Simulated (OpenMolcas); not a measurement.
# Au2+: effect of the IPEA shift

* Program: OpenMolcas 26.06
* Basis: ANO-RCC-VTZP [8s7p5d3f1g]
* Scalar Hamiltonian: DKH2, point nucleus
* Active space: 9 electrons in 9 orbitals (RAS2 5d 6s; RAS3 6p, at most 2 electrons)
* State averaging: 2S+1 = 2 even, 58 roots; 2S+1 = 4 even, 20 roots kept (CI in the orbitals of an earlier block); 2S+1 = 2 odd, 52 roots; 2S+1 = 4 odd, 29 roots kept (CI in the orbitals of an earlier block)
* Spin-orbit coupling: state interaction with AMFI integrals over the reference wave functions, term energies averaged over their components

Methods on the same reference wave functions:
A. RASSCF
B. MS-RASPT2, IPEA 0 Eh, imaginary shift 0.1 Eh (closed shells correlated: 5s 5p)
C. MS-RASPT2, IPEA 0.25 Eh, imaginary shift 0.1 Eh (closed shells correlated: 5s 5p)

Energies in cm⁻¹ above 5d⁹ ²D_5/2, the measured ground level; measured values from Iglesias, J. Res. Natl. Bur. Stand. 64A, 481 (1960).

| Level | A | B | C | Measured |
| --- | --- | --- | --- | --- |
| 5d⁹ ²D_5/2 | 0.0 | 0.0 | 0.0 | 0.0 |
| 5d⁹ ²D_3/2 | 13382 | 13630 | 13630 | 12694 |
| 5d⁸ 6s ⁴F_9/2 | 20754 | 26730 | 27670 | 29754 |
| 5d⁸ 6s ⁴F_7/2 [61 %] | 26343 | 31740 | 32780 | 35077 |
| 5d⁸ 6s ²F_7/2 [59 %] | 37816 | 42720 | 43840 | 45740 |
| 5d⁸ 6s ⁴P_1/2 | 44827 | 46290 | 47740 | 49439 |
| 5d⁸ 6s ²G_9/2 | 52882 | 55400 | 56480 | 57819 |
| 5d⁸ 6s ²G_7/2 | 53392 | 55880 | 56970 | 58585 |
| 5d⁸ 6s ²P_1/2 | 54074 | 54770 | 56470 | 58327 |
| 5d⁷ 6s² ⁴F_9/2 | 70738 | 74850 | 76600 |  |
| 5d⁷ 6s² ⁴F_7/2 | 81556 | 85920 | 87600 |  |
| 5d⁸ 6s ²S_1/2 | 85346 | 84220 | 85570 |  |

Deviations, from unrounded energies. A percentage is the sum of absolute deviations over the sum of measured energies, with the sign that they share, or ± where signs differ.

| Against measurement | Levels | A | B | C |
| --- | --- | --- | --- | --- |
| mean absolute deviation (cm-1) | 8 | 5700 | 2800 | 1700 |
| fine structure of the ground term (%) | 1 | +5.4 | +7.4 | +7.4 |
| other configurations (%) | 7 | -13.3 | -6.3 | -3.8 |

C lies closest to measurement on these levels and A furthest from it. The largest miss of C in the table is 5d⁸ 6s ⁴F_7/2 [61 %], by -2300 cm-1. The ranking rests on the paired levels alone, and a cruder setting can come out closer through cancelling errors.

Between B and C the level of the table that moves most is 5d⁷ 6s² ⁴F_9/2, by 1700 cm-1 (lowest in B, highest in C). Moves below CASPT2's spread within the term are not significant.

The mean deviations of B to C differ by less than CASPT2's widest spread within a term (1200 cm-1), so their order carries little weight.

The lowest spin-free term lies below A's lowest term by 0.485 hartree in B, 0.481 hartree in C.

CASPT2 does not keep the components of a term degenerate, so their means are used; among the terms shown or strongly mixed into the levels shown the widest spread is 1200 cm-1 (5d⁸ 6s ²F, B). Terms from blocks run as CI alone lack orbitals of their own. A single d shell beside an s shell can misplace configurations of different d count against each other. The CASPT2 spread within a term exceeds the gap to the next term for 5d⁸ 6s ²F and 5d⁸ 6s ⁴P, so the order of their levels is uncertain, and so are names and mixing where such terms share a J (figures for B; the like holds for C). Without dynamic correlation excited terms often stand tens of per cent too high (terms of higher spin than the ground term too low), and those without a measured partner can miss by more than the paired ones (holds for A). Measured partners are found by configuration, term and J. A level has none where our copy of the source lacks it or the pairing is in doubt (some pairs that miss far off the trend of their configuration count as doubtful), and it then counts in no deviation. Only configurations of the active space appear. Levels that lie high or do not pair safely by name in every column are left out.

A share in square brackets marks a mixed level and gives the weight of the term that names it, the lowest over the columns.
